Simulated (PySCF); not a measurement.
FGaH₄N₂, SMILES [NH2][Ga]([NH2])[F]. Geometry: PBE0-D3(BJ)/def2-SVP. The structure was generated by enumeration; whether it is a known compound was not checked. The values are those of a single conformer.

All values below come from PBE0-D3(BJ)/def2-SVP in PySCF 2.14.0.

Harmonic wavenumbers (cm⁻¹): 160, 174, 188, 211, 241, 268, 351, 672, 718, 724, 767, 787, 1517, 1525, 3629, 3630, 3739, 3739. Rotational constants (GHz): 6.153, 5.483, 2.904; symmetry number 2.

**Question.** Work out the zero-point energy and the ideal-gas rigid-rotor harmonic-oscillator thermochemistry at 298.15 K and 1 atm.

**Answer.** ZPE = ½ Σ hcν = ½ × 23037 cm⁻¹ = 32.93 kcal/mol. H − E(el) = 37.93 kcal/mol. Entropy in cal/(mol K): translation 40.28, rotation 24.22, vibration 15.19, total 79.69. G − E(el) = 14.17 kcal/mol. Cp = 24.46 cal/(mol K).
